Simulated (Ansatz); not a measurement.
`BN(CC)[SiH2]Cl` + `[SH][GeH3]` → `B[S][GeH3]` + `CCN[SiH2]Cl`  (ligand exchange at a B–N bond)

Calculated with Ansatz (gas phase, PBE0-D4/def2-TZVP geometries, no zero-point term in ΔE). CCSD(T)/CBS adds triple-zeta CCSD(T) − MP2 to the extrapolated MP2 energy (def2 sets, frozen cores). Functionals use def2-TZVPP. For Ge outer-core shells are correlated without core-valence functions, which leaves a few kJ/mol of doubt a bond. Scalar relativity is left out up to krypton. Each species was taken in one conformer, which may not be the lowest.

```tsv
species	PBE energy (Eh)
`BN(CC)[SiH2]Cl`	-910.53282
`[SH][GeH3]`	-2477.12842
`B[S][GeH3]`	-2502.55064
`CCN[SiH2]Cl`	-885.09884
```

Problem. Work out ΔE.

Solution. ΔE = (-2502.55064) + (-885.09884) − (-910.53282) − (-2477.12842) = 0.01176 Eh = +30.9 kJ/mol. CCSD(T)/CBS gives +40.8 kJ/mol.

Largest T1 diagnostic among the species: 0.014.

The D4 term adds +3.7 kJ/mol with B3LYP and +2.2 kJ/mol with PBE0; it sums over pairs of atoms, weighted by their polarisabilities, and B3LYP, whose exchange is more repulsive, gets the larger term.

B3LYP here is the variant with VWN-RPA as its local correlation; programs differ in this.
